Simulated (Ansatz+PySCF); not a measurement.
# doublet ScO: levels of theory in one basis

```yaml
atoms:
  - { symbol: Sc, position_ang: [0.0000, 0.0000, -0.4520] }
  - { symbol: O, position_ang: [0.0000, 0.0000, 1.1864] }
```

Basis set: def2-SVP (spherical functions). Left uncorrelated: 6 orbitals. Correlation on ROHF uses semicanonical orbitals with singles. Charge 0, multiplicity 2.

Computed with Ansatz (development build ahead of 0.2.0); each method stands on the lowest determinant of its kind that the runs found. NEVPT2 correlates all electrons. Active spaces start from the frontier orbitals, and the lowest solution found is given.

```csv
method,E − E(ROHF) (eV),<S²> of the determinant
ROHF,0.00,0.75
UHF,-0.01,0.76
ROHF-MP2,-11.28,–
UHF-MP2,-11.28,0.76
ROHF-CCSD,-11.06,–
ROHF-CCSD(T),-11.64,–
UHF-CCSD(T),-11.64,0.76
"CASSCF(7,9)",-3.91,–
"CASSCF(3,3)",-0.69,–
"SC-NEVPT2(3,3)",-11.29,–
```

Q: What does SC-NEVPT2(7,9) give on the same scale?

A: -10.71 eV. NEVPT2 here correlates all electrons, so it doesn't share the others' frozen core.

Q: Is a single determinant a sound starting point here?

A: By this sign, yes. Unrestricted orbitals gain 0.01 eV and <S²> is 0.76 against 0.75 for a pure state. The CASSCF(7,9) natural occupations are 1.96, 1.95, 1.95, 1.00, 0.04, 0.04, 0.04, 0.00, 0.00. The CASSCF(3,3) natural occupations are 1.95, 1.00, 0.05.

Caution for CASSCF(3,3): other starts end on other solutions of this active space.
